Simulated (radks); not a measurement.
Question: The mean radii <r> (bohr) of the occupied orbitals of an atom or ion are listed with their occupations. All-electron calculation, scalar-relativistic Kohn-Sham, MS2 meta-GGA, spin-polarised, spherical densities, finite nucleus; meta-GGA in the generalised Kohn-Sham scheme; Fermi nuclear charge, rms radius of each element as measured or else 0.836 A^(1/3) + 0.57 fm. Program: a radial shooting solver on a logarithmic mesh with Libxc functionals.

orbital  occ.      <r>
1s up       1  0.02841
1s down     1  0.02841
2s up       1   0.1225
2s down     1   0.1225
2p up       3   0.1071
2p down     3   0.1071
3s up       1   0.3296
3s down     1   0.3296
3p up       3   0.3283
3p down     3   0.3283
3d up       5   0.3055
3d down     5   0.3055
4s up       1   0.7912
4s down     1   0.7914
4p up       3   0.8517
4p down     3   0.8516
4d up       5    1.026
4d down     5    1.022
5s up       1    2.106
5s down     1    2.097
5p up       1    2.494

Name the element and its charge. Open shells, if any, are filled with parallel spins first.

Answer: Z = 51, antimony, charge +2: Sb2+ in [Kr] 4d10 5s2 5p1. The 1s radius gives Z: for a bare nucleus <r> = (2 gamma + 1)/(2Z) with gamma = sqrt(1 - (Z/c)^2), 0.028 bohr for Z = 51, and screening makes it slightly larger (0.02841 here). The occupations add up to 49, and the charge is Z minus that.
